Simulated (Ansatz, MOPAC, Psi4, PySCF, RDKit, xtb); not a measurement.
Complex: C2H4 (SMILES C=C) (first 6 atoms) with C3H8 (SMILES CCC); geometry from B3LYP-D3(BJ)/def2-TZVP, rigid monomers moved along the line of their centres of mass till C1···H13 is 3.40 Å.
(charge 0, multiplicity 1):
```xyz
17

C      0.64729    -0.33917     0.27889
C     -0.54019     0.23664     0.16783
H      1.49451     0.18190     0.70760
H      0.82015    -1.35622    -0.05165
H     -1.38919    -0.28460    -0.25756
H     -0.71310     1.25336     0.49940
C     -1.19878    -0.50277     4.40839
C      0.32569    -0.45026     4.43239
C      0.86667     0.97318     4.33328
H     -1.56627    -1.52720     4.49458
H     -1.62520     0.07582     5.23195
H     -1.58519    -0.08801     3.47465
H      0.71903    -1.04612     3.60435
H      0.69469    -0.91722     5.35061
H      1.95843     0.99050     4.34097
H      0.53080     1.45372     3.41151
H      0.51787     1.58505     5.16904
```

Counterpoise-corrected where a basis set is named; no monomer relaxation. Rows marked so take none. RDKit's UFF carries no charges.

Correlated levels freeze the cores. Rows in 6-31G* carry no dispersion term and start afresh at each structure (6-31G* with six Cartesian d functions). The state reached by AM1 isn't checked.

Run with Ansatz (a program for electronic structure); MOPAC for AM1 (differences of heats of formation); Psi4 for SAPT; PySCF for 6-31G* rows, the dispersion terms; RDKit for the force fields; xtb for the GFN methods. Each number belongs to the level named beside it.

```csv
level,interaction energy (kcal/mol)
UFF,-1.44
GFN-FF,-1.00
AM1,0.23
GFN1-xTB,-0.98
PBE-D3(BJ)/def2-TZVPPD,-1.41
B3LYP/6-31G* (no counterpoise),-0.35
PBE0/def2-TZVPPD,-0.28
M06-2X/6-31G* (no counterpoise),-1.31
SAPT0/jun-cc-pV(D+d)Z,[?]
```

### Question
Fill in the missing entries.

### Answer

- SAPT0/jun-cc-pV(D+d)Z, interaction energy (kcal/mol): -0.73
